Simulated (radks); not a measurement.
All-electron atom: Hg0.5+ in [Xe] 4f14 5d10 6s(up 1, down 0.5) (fractional occupations, a model configuration).

Method: scalar-relativistic Kohn-Sham, LDA (Slater exchange, Perdew-Wang correlation), spin-polarised, spherical densities, finite nucleus; Fermi nuclear charge, rms radius 5.4648 fm; computed with a radial shooting solver on a logarithmic mesh with Libxc functionals.

Energy parts (Ry):
| part | energy |
|---|---|
| total | -39214.1851 |
| kinetic | 43981.0722 |
| electron-nucleus | -97659.1014 |
| Hartree | 15182.7331 |
| exchange-correlation | -718.8891 |

Orbitals (lengths in bohr, moments of r in powers of bohr; <r^-3> diverges for s and p1/2):
orbital	occ.	eigenvalue (Ry)	<r^-3>	<r^2>	<r^4>
1s up	1	-6105.825	-	0.0003814	4.004e-07
1s down	1	-6105.824	-	0.0003814	4.004e-07
2s up	1	-1082.611	-	0.005804	0.00005837
2s down	1	-1082.611	-	0.005804	0.00005837
2p up	3	-934.3564	26760	0.004900	0.00004764
2p down	3	-934.3561	26760	0.004900	0.00004764
3s up	1	-257.1341	-	0.03741	0.002107
3s down	1	-257.1337	-	0.03741	0.002107
3p up	3	-214.2780	6148	0.03852	0.002323
3p down	3	-214.2776	6148	0.03852	0.002323
3d up	5	-169.0052	758.8	0.03189	0.001783
3d down	5	-169.0049	758.8	0.03189	0.001783
4s up	1	-56.73353	-	0.1802	0.04685
4s down	1	-56.73295	-	0.1802	0.04685
4p up	3	-42.67130	1493	0.2060	0.06274
4p down	3	-42.67064	1493	0.2060	0.06274
4d up	5	-25.95281	161.7	0.2331	0.08596
4d down	5	-25.95206	161.7	0.2331	0.08596
5s up	1	-9.03239	-	0.9103	1.203
5s down	1	-9.03106	-	0.9100	1.202
4f up	7	-7.40452	31.74	0.2811	0.1597
4f down	7	-7.40370	31.74	0.2811	0.1596
5p up	3	-5.23392	262.3	1.221	2.261
5p down	3	-5.23153	262.5	1.220	2.253
5d up	5	-1.06677	15.60	2.639	13.31
5d down	5	-1.05704	15.72	2.617	13.08
6s up	1	-0.81952	-	7.547	90.59
6s down	0.5	-0.79666	-	7.588	92.18

The highest occupied level is 6s down at -10.839 eV. The electron density at the nucleus is 2.49e+06 e/bohr^3 (large components only). Spin moment in Bohr magnetons: 0.5. The density falls to 0.001 e/bohr^3 at r = 4.09 bohr. Summed over all electrons, <r^2> = 55.30 bohr^2, which gives a Langevin (diamagnetic) susceptibility term of -43.8 x 10^-6 cm^3/mol. The spin density at the nucleus is 86.41 e/bohr^3 (1s 0.26, 2s 0.08, 3s 0.02, 4s -0.05, 5s -0.17, 6s 86.27).
